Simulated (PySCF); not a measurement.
## How methods differ on the ionisation energy of P²⁺

P²⁺ [Ne] 3s2 3p1 (2P) → P³⁺ [Ne] 3s2 (1S), as a difference of total energies. Calculation: PySCF 2.14, in aug-cc-pVDZ-DK; scalar relativity by spin-free X2C-1e. Correlated levels: valence: [Ne] frozen. The calculations carry no spin-orbit coupling.

| method | ionisation energy (eV) |
| --- | --- |
| UHF | 29.561 |
| LDA | 30.202 |
| PBE | 30.263 |
| PBE0 | 30.274 |
| r2SCAN | 30.352 |
| LC-wPBE | 30.449 |
| B97-3 | 30.113 |
| TPSS | 30.380 |
| M06-L | 30.065 |
| MP2 (valence) | 29.738 |
| SCS-MP2 (valence) | 29.718 |

Problem. How much does correlation contribute at MP2 (valence)?

Solution. 29.738 − (29.561) = 0.177 eV, measured against UHF.

A first-order spin-orbit estimate (lowest level to lowest level, LS coupling) adds 0.040 eV.

Errors of the correlated levels include the incompleteness of this basis and the frozen core.

For comparison: 30.203 eV (measured; NIST Atomic Spectra Database, ionization energies).
